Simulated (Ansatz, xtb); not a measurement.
# Two isomers of C2H11Ge2N

Structure I is `C[CH2][GeH2][NH][GeH3]`, a singlet and structure II is `[NH2][GeH2][CH2][CH2][GeH3]`, a singlet. Both are isolated molecules in the gas phase, relaxed with B3LYP/def2-SVP, each in the lowest conformer that the search found.

Q: Estimate E(II) − E(I) at the level CCSD(T)/def2-SVP + ΔMP2/def2-TZVPP.

A: Calculated at CCSD(T)/def2-SVP + ΔMP2/def2-TZVPP: E(II) − E(I) = +0.273 eV, so structure I lies lower.

The same difference at several levels:

| level | geometry | E(II) − E(I) (eV) | departure from the last row (eV) | job, with rough time for the two |
| --- | --- | --- | --- | --- |
| B3LYP/def2-SVP | B3LYP/def2-SVP | +0.334 | +0.061 | optimisation, 1.8 min |
| HF/def2-SVP | B3LYP/def2-SVP | +0.455 | +0.182 | part of the CCSD(T) run |
| MP2/def2-SVP | B3LYP/def2-SVP | +0.378 | +0.105 | part of the CCSD(T) run |
| CCSD(T)/def2-SVP | B3LYP/def2-SVP | +0.375 | +0.102 | single point |
| CCSD(T)/def2-SVP + ΔMP2/def2-TZVPP | B3LYP/def2-SVP | +0.273 |  | single point, 2.7 min |

As drawn, II has 1 C–Ge, 1 N–H in place of 1 Ge–N, 1 C–H.

The levels shown agree on the order. The largest departure from CCSD(T)/def2-SVP + ΔMP2/def2-TZVPP is that of HF/def2-SVP, 0.182 eV. Levels run at GFN2-xTB geometries aren't shown. The last row adds to CCSD(T) the change of the MP2 difference between the two basis sets, here −0.102 eV.

With thermal terms from frequencies at re-optimised GFN2-xTB minima (ideal gas, soft modes damped towards free rotors, one conformer each, 298.15 K, 1 atm): on the last row, ΔE + ΔZPE = +0.255, ΔH = +0.257, ΔG = +0.252 eV.

The correlated steps freeze 21 core orbitals; the filled d shell of Ge is correlated, in a basis made for valence electrons. Codes used: Ansatz 0.2.0, xtb 6.7.1; the last row on 4 threads of Arm Neoverse V1 on a shared host.
